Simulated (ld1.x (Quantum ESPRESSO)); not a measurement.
Pb (Z = 82), PAW: configuration errors across variants

lead, PAW, made with ld1.x (Quantum ESPRESSO) 7.5 (PBEsol, scalar-relativistic). Core [Xe] 4f14, reference 5d10 6s2 6p2. Waves: 6s (bound): rcut 1.50, rcutus 2.10 bohr; 6s channel at -0.1 Ry: rcut 1.50, rcutus 2.10 bohr; 6p (bound): rcut 2.50, rcutus 2.65 bohr; 6p channel at 0.25 Ry: rcut 2.50, rcutus 2.65 bohr; 5d (bound): rcut 1.45, rcutus 1.65 bohr; 5d channel at 0.55 Ry: rcut 1.45, rcutus 1.65 bohr; 5f channel at 0.4 Ry: rcut 1.80, rcutus 1.95 bohr. Local part: all-electron potential smoothed inside 2.30 bohr (lloc = -1). Core correction: Bessel-smoothed model core inside 1.60 bohr. Augmentation charge: PSQ, radius 1.50 bohr.

All-electron excitation energies from the reference (eV): (1) 5d10 6s2 6p1 6.598; (2) 5d10 6s2 6p0 20.045; (3) 5d10 6s1 6p0 52.524; (4) 5d10 6s2 6p2.3 -0.804; (5) 5d9 6s2 6p3 19.287; (6) 5d10 6s2 6p1.5 2.503; (7) 5d9 6s2 6p2 27.159.

2 further variants failed, have other tests or too few solved ones, and are left out.

Errors AE − PS in meV (a dash: test not solved or not reliable):

```tsv
change	(1)	(2)	(3)	(4)	(5)	(6)	(7)	bound ghosts
base	-3.1	-9.8	-27	+0.3	-50	-1.1	-57	none
wave 5d channel at 0.55 Ry: rcut 1.45, rcutus 1.65 bohr becomes 5d channel at 2.41 Ry: rcut 1.45, rcutus 1.65 bohr	-3.0	-9.8	-27	+0.4	-49	-1.0	-56	none
wave 5f channel at 0.4 Ry: rcut 1.80, rcutus 1.95 bohr becomes 5f channel at 0.4 Ry: rcut 1.80, rcutus 2.84 bohr	-3.1	-9.8	-27	+0.4	-50	-1.0	-57	none
augmentation BESSEL, radius 1.55 bohr	-2.6	-6.4	-21	+0.4	-34	-1.0	-47	none
```

Question: Give the same row for: core correction Bessel-smoothed model core inside 0.84 bohr.

Answer: -3.1, -9.8, -27, +0.4, -50, -1.0, -56; bound ghosts: none.
